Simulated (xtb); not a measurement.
H$_{3}$Cl$_{3}$OSiTi, charge -1, doublet, from a rough starting geometry (GFN-xTB shapes and energies of metal compounds can be far from the true ones) (the multiplicity is a formal guess); GFN2-xTB (xtb).

Here is a job for xtb.
```
$ xtb mol.xyz --gfn 2 --chrg -1 --uhf 1 --opt vtight --json

# file mol.xyz
9

Ti    -0.94736458     1.00185538     0.73389311
Cl    -0.74569780     3.05684335     0.83412522
Cl    -0.48049919     0.21004436     2.63091770
Cl    -2.95080874     0.46833602     0.39339150
O      0.09908687     0.24692970    -0.47017921
Si     1.00731685    -0.96605185    -1.00750653
H      2.21059306    -1.02014610     0.04562569
H      1.58130641    -0.64038375    -2.33356680
H      0.29542370    -2.20362896    -0.98401782
```

What the program printed (banner, timings and long lists left out):

```
   ID    Z sym.   atoms
    1   22 Ti     1
    2   17 Cl     2-4
    3    8 O      5
    4   14 Si     6
    5    1 H      7-9

           -------------------------------------------------
          |                Calculation Setup                |
           -------------------------------------------------

molecular fragmentation (1/2 indicates fragments):
111111112
# atoms in fragment 1/2:     8     1
 fragment masses (1/2) :      200.33        1.01
CMA distance (Bohr)    :   6.762
constraining FC (au)   :  0.0500

           -------------------------------------------------
          |                 G F N 2 - x T B                 |
           -------------------------------------------------

          ...................................................
          :                      SETUP                      :
          :.................................................:
          :  # basis functions                  57          :
          :  # atomic orbitals                  52          :
          :  # shells                           20          :
          :  # electrons                        39          :
          :  max. iterations                   250          :
          :  Hamiltonian                  GFN2-xTB          :
          :  restarted?                      false          :
          :  GBSA solvation                  false          :
          :  PC potential                    false          :
          :  electronic temp.          300.0000000     K    :
          :  accuracy                    1.0000000          :
          :  -> integral cutoff          0.2500000E+02      :
          :  -> integral neglect         0.1000000E-07      :
          :  -> SCF convergence          0.1000000E-05 Eh   :
          :  -> wf. convergence          0.1000000E-03 e    :
          :  Broyden damping             0.4000000          :
          :  net charge                         -1          :
          :  unpaired electrons                  1          :
          ...................................................

 iter      E             dE          RMSdq      gap      omega  full diag
   1    -23.0035374 -0.230035E+02  0.876E+00    0.06       0.0  T
   2    -23.1930026 -0.189465E+00  0.387E+00    0.03       1.0  T
   3    -23.2043509 -0.113482E-01  0.258E+00    0.03       1.0  T
   4    -23.2037064  0.644479E-03  0.977E-01    0.03       1.0  T
   5    -23.2070605 -0.335411E-02  0.633E-01    0.03       1.0  T
   6    -23.2073220 -0.261552E-03  0.226E-01    0.03       1.0  T
   7    -23.2073531 -0.310872E-04  0.174E-01    0.03       1.0  T
   8    -23.2073884 -0.352866E-04  0.541E-02    0.03       1.0  T
   9    -23.2073941 -0.566467E-05  0.273E-02    0.03       1.2  T
  10    -23.2073949 -0.839594E-06  0.833E-03    0.03       4.0  T
  11    -23.2073950 -0.738545E-07  0.434E-03    0.03       7.7  T
  12    -23.2073950 -0.437568E-07  0.239E-03    0.03      14.0  T
  13    -23.2073951 -0.165862E-07  0.144E-03    0.03      23.2  T
  14    -23.2073951 -0.563298E-08  0.547E-04    0.03      60.9  T
  15    -23.2073951 -0.785668E-09  0.271E-04    0.03     123.1  T

   *** convergence criteria satisfied after 15 iterations ***

         :::::::::::::::::::::::::::::::::::::::::::::::::::::
         ::                     SUMMARY                     ::
         :::::::::::::::::::::::::::::::::::::::::::::::::::::
         :: total energy             -23.122115734911 Eh    ::
         :: gradient norm              0.085961533650 Eh/a0 ::
         :: HOMO-LUMO gap              0.033205914722 eV    ::
         ::.................................................::
         :: SCC energy               -23.207371275428 Eh    ::
         :: -> isotropic ES            0.169460423955 Eh    ::
         :: -> anisotropic ES         -0.014251345951 Eh    ::
         :: -> anisotropic XC         -0.011646614971 Eh    ::
         :: -> dispersion             -0.009574821382 Eh    ::
         :: repulsion energy           0.085255540516 Eh    ::
         :: add. restraining           0.000000000000 Eh    ::
         :: total charge              -1.000000000000 e     ::
         :::::::::::::::::::::::::::::::::::::::::::::::::::::

      -----------------------------------------------------------
     |                   =====================                   |
     |                        A N C O P T                        |
     |                   =====================                   |
     |               Approximate Normal Coordinate               |
     |                Rational Function Optimizer                |
      -----------------------------------------------------------
      -----------------------------------------------------------
     |                   =====================                   |
     |                        A N C O P T                        |
     |                   =====================                   |
     |               Approximate Normal Coordinate               |
     |                Rational Function Optimizer                |
      -----------------------------------------------------------

          ...................................................
          :                      SETUP                      :
          :.................................................:
          :   optimization level         verytight          :
          :   max. optcycles                   200          :
          :   ANC micro-cycles                  20          :
          :   degrees of freedom                21          :
          :.................................................:
          :   RF solver                   davidson          :
          :   write xtbopt.log                true          :
          :   linear?                        false          :
          :   energy convergence         0.1000000E-06 Eh   :
          :   grad. convergence          0.2000000E-03 Eh/α :
[...]
 * total energy  :   -23.1382453 Eh     change       -0.1140144E-03 Eh
 * total energy  :   -23.1383240 Eh     change       -0.7877183E-04 Eh
 * total energy  :   -23.1384202 Eh     change       -0.9614970E-04 Eh
 * total energy  :   -23.1385521 Eh     change       -0.1318999E-03 Eh
 * total energy  :   -23.1386390 Eh     change       -0.8693906E-04 Eh
 * total energy  :   -23.1387386 Eh     change       -0.9954355E-04 Eh
 * total energy  :   -23.1387739 Eh     change       -0.3536941E-04 Eh
 * total energy  :   -23.1387947 Eh     change       -0.2071653E-04 Eh
 * total energy  :   -23.1388034 Eh     change       -0.8727806E-05 Eh
 * total energy  :   -23.1388085 Eh     change       -0.5137774E-05 Eh
 * total energy  :   -23.1388095 Eh     change       -0.1012691E-05 Eh
 * total energy  :   -23.1388097 Eh     change       -0.2121961E-06 Eh
 * total energy  :   -23.1388098 Eh     change       -0.7349171E-07 Eh
   *** GEOMETRY OPTIMIZATION CONVERGED AFTER 23 ITERATIONS ***
[...]
         :::::::::::::::::::::::::::::::::::::::::::::::::::::
         :: total energy             -23.138809822737 Eh    ::
         :: gradient norm              0.000035894656 Eh/a0 ::
         :: HOMO-LUMO gap              0.218850898682 eV    ::
         ::.................................................::
         :: SCC energy               -23.206456678928 Eh    ::
         :: -> isotropic ES            0.168329718363 Eh    ::
         :: -> anisotropic ES         -0.012075679083 Eh    ::
         :: -> anisotropic XC         -0.009331498712 Eh    ::
         :: -> dispersion             -0.009625118574 Eh    ::
         :: repulsion energy           0.067646856191 Eh    ::
         :: add. restraining           0.000000000000 Eh    ::
         :: total charge              -1.000000000000 e     ::
         :::::::::::::::::::::::::::::::::::::::::::::::::::::

           -------------------------------------------------
          |                Property Printout                |
           -------------------------------------------------

    * Orbital Energies and Occupations

         #    Occupation            Energy/Eh            Energy/eV
      -------------------------------------------------------------
         1        2.0000           -0.9396650             -25.5696
       ...           ...                  ...                  ...
         8        2.0000           -0.3461581              -9.4194
         9        2.0000           -0.3321205              -9.0375
        10        2.0000           -0.3041678              -8.2768
        11        2.0000           -0.3005124              -8.1774
        12        2.0000           -0.2994162              -8.1475
        13        2.0000           -0.2948302              -8.0227
        14        2.0000           -0.2946053              -8.0166
        15        2.0000           -0.2897092              -7.8834
        16        2.0000           -0.2893415              -7.8734
        17        2.0000           -0.2886350              -7.8542
        18        2.0000           -0.2854760              -7.7682
        19        2.0000           -0.2847917              -7.7496
        20        0.9857           -0.1509442              -4.1074 (HOMO)
        21        0.0143           -0.1429016              -3.8885 (LUMO)
        22                         -0.1279190              -3.4809
        23                         -0.1218435              -3.3155
        24                         -0.1065934              -2.9006
        25                         -0.0422129              -1.1487
        26                         -0.0316310              -0.8607
        27                         -0.0284835              -0.7751
        28                          0.1264222               3.4401
        29                          0.1334610               3.6317
        30                          0.1687253               4.5913
        31                          0.1903515               5.1797
       ...                                ...                  ...
        52                          1.4134320              38.4614
      -------------------------------------------------------------
                  HL-Gap            0.0080426 Eh            0.2189 eV
             Fermi-level           -0.1823954 Eh           -4.9632 eV

     #   Z          covCN         q      C6AA      α(0)
     1  22 Ti       3.354     0.732   106.390    25.182
     2  17 Cl       0.760    -0.460   114.091    16.339
     3  17 Cl       0.759    -0.439   113.356    16.286
     4  17 Cl       0.759    -0.440   113.376    16.288
     5   8 O        1.496    -0.542    23.948     6.599
     6  14 Si       3.864     0.504    96.657    18.804
     7   1 H        0.914    -0.118     6.230     3.904
     8   1 H        0.914    -0.131     6.788     4.075
     9   1 H        0.913    -0.107     5.834     3.778

 Mol. C6AA /au·bohr⁶  :       4021.000686
 Mol. C8AA /au·bohr⁸  :     194098.039977
 Mol. α(0) /au        :        111.255469

Wiberg/Mayer (AO) data.
largest (>0.10) Wiberg bond orders for each atom

 ---------------------------------------------------------------------------
     #   Z sym  total        # sym  WBO       # sym  WBO       # sym  WBO
 ---------------------------------------------------------------------------
     1  22 Ti   3.608 --     3 Cl   0.885     4 Cl   0.882     2 Cl   0.852
                             5 O    0.797     6 Si   0.157
     2  17 Cl   0.963 --     1 Ti   0.852
     3  17 Cl   0.997 --     1 Ti   0.885
     4  17 Cl   0.995 --     1 Ti   0.882
     5   8 O    2.274 --     6 Si   1.283     1 Ti   0.797
     6  14 Si   4.031 --     5 O    1.283     8 H    0.864     7 H    0.858
                             9 H    0.846     1 Ti   0.157
     7   1 H    0.985 --     6 Si   0.858
     8   1 H    0.982 --     6 Si   0.864
     9   1 H    0.986 --     6 Si   0.846
 ---------------------------------------------------------------------------

Topologies differ in total number of bonds
Writing topology from bond orders to xtbtopo.mol

molecular dipole:
                 x           y           z       tot (Debye)
 q only:        2.242      -2.143      -1.704
   full:        2.333      -1.790      -1.814       8.782
molecular quadrupole (traceless):
                xx          xy          yy          xz          yz          zz
 q only:       -0.759       8.480      -0.514       2.969      -6.731       1.273
  q+dip:       -1.432      10.615       0.235       2.993      -8.449       1.197
   full:       -1.214      10.065      -0.062       2.700      -7.989       1.276

optimized geometry written to: xtbopt.xyz

           -------------------------------------------------
          | TOTAL ENERGY              -23.138809822737 Eh   |
          | GRADIENT NORM               0.000035894656 Eh/α |
          | HOMO-LUMO GAP               0.218850898682 eV   |
           -------------------------------------------------
```
